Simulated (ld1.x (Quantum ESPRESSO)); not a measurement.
Before and after: ultrasoft potential for Fe

iron (Fe), ultrasoft, made with ld1.x (Quantum ESPRESSO) 7.5 (LDA (PZ), scalar-relativistic). Core [Ar], reference 3d7 4s1 4p0. Waves: 4s (bound): rcut 2.45, rcutus 3.05 bohr; 4s channel at 1.7 Ry: rcut 2.45, rcutus 3.05 bohr; 4p (bound, empty): rcut 3.05, rcutus 3.75 bohr; 4p channel at 0.75 Ry: rcut 3.05, rcutus 3.75 bohr; 3d (bound): rcut 1.75, rcutus 2.10 bohr; 3d channel at 3.5 Ry: rcut 1.75, rcutus 2.10 bohr. Local part: all-electron potential smoothed inside 1.90 bohr (lloc = -1). Core correction: a·sin(br)/r model core inside 1.90 bohr. Augmentation charge: PSQ, inside the norm-conserving radii.

All-electron outer shells of the reference configuration (LDA (PZ), scalar-relativistic, ld1.x):

| shell | level (eV) | outermost node (bohr) | outermost maximum (bohr) |
| --- | --- | --- | --- |
| 3s | -89.00 | 0.33 | 0.70 |
| 3p | -55.54 | 0.30 | 0.72 |
| 4s | -4.48 | 1.01 | 2.50 |
| 3d | -4.06 | – | 0.72 |
| 4p | -0.96 | 1.12 | 3.69 |

Change: waves 3d (bound): rcut 1.75, rcutus 3.20 bohr; 3d channel at 3.5 Ry: rcut 1.75, rcutus 3.20 bohr.

Cutoffs: the cutoffs (Ry, on a coarse ladder) from which the occupation-weighted sum of valence levels, in a spherical-Bessel basis at the reference potential, stays within 10 and 1 mRy of its value at 400 Ry; they do not see the model core or the augmentation charge, which bear on the density cutoff. Errors are all-electron minus pseudo energies relative to the spin-unpolarised reference configuration.

What does the change do?

The potential gets softer (21 Ry and 40 Ry → 8 Ry and 10 Ry); the number of tests that count goes from 9 to 0 (the test run of the changed file stopped, so its transferability is not established); neither file shows a bound ghost at the reference potential, the only one tested. A larger radius leaves more room for a smooth pseudo-wave, so fewer plane waves are needed.

```tsv
quantity	base	changed
cutoff, loose	21 Ry	8 Ry
cutoff, tight	40 Ry	10 Ry
loose cutoff by channel (10 mRy a level)	s 6 Ry, d 18 Ry	s 6 Ry, d 8 Ry
bound ghosts	none	none
tests counted (converged, no solver errors)	9 of 9	0 of 9 (the test run stopped)
s: phases at 4.05 bohr within 0.05 rad from the reference energy up to (Ry; the scan ends near 5)	2.7	2.7
p: phases at 4.05 bohr within 0.05 rad from the reference energy up to (Ry; the scan ends near 5)	1.6	1.6
d: phases at 4.05 bohr within 0.05 rad from the reference energy up to (Ry; the scan ends near 5)	0.5	-0.0
lowest overlap eigenvalue by channel	s 0.58, p 0.54, d 0.85	s 0.58, p 0.54, d 0.90
```

Changed file: Tests not counted: 3d6 4s2 4p0 (solver errors, printed error -550 eV); 3d6 4s1 4p0 (solver errors, printed error -518 eV); 3d6 4s0 4p0 (converged, but collapsed or in another state, printed error -267 eV).
